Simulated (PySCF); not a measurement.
C2H8BNO, SMILES O(B(N)C)C. Heavy atoms are numbered as in [B:1]([CH3:2])([O:6][CH3:7])[NH2:11]. Hydrogens are named by the atom that carries them.

Geometry optimised at PBE-D3(BJ)/def2-SVP. The values are those of a single conformer.

All values below come from PBE/pcSseg-1 run with PySCF.

GIAO shieldings, no solvent; atoms alike by connectivity are averaged. δ = σ(ref) − σ: ¹¹B against BF3 (σ = 83.9 ppm); ¹³C against TMS (σ = 182.0 ppm); ¹H against TMS (σ = 31.49 ppm); ¹⁷O against H2O (σ = 334.3 ppm); ¹⁵N against NH3 (σ = 267.0 ppm), references at their B3LYP-D3(BJ)/def2-TZVP geometries, non-relativistic.

Computed chemical shifts:
```tsv
nucleus	atoms	count	δ (ppm)
¹¹B	B1	1	19.0
¹³C	C7 (CH3)	1	56.4
¹³C	C2 (CH3)	1	3.3
¹H	H on C7	3	4.11
¹H	H on N11	2	2.99
¹H	H on C2	3	0.63
¹⁷O	O6	1	104.6
¹⁵N	N11 (NH2)	1	82.5
```
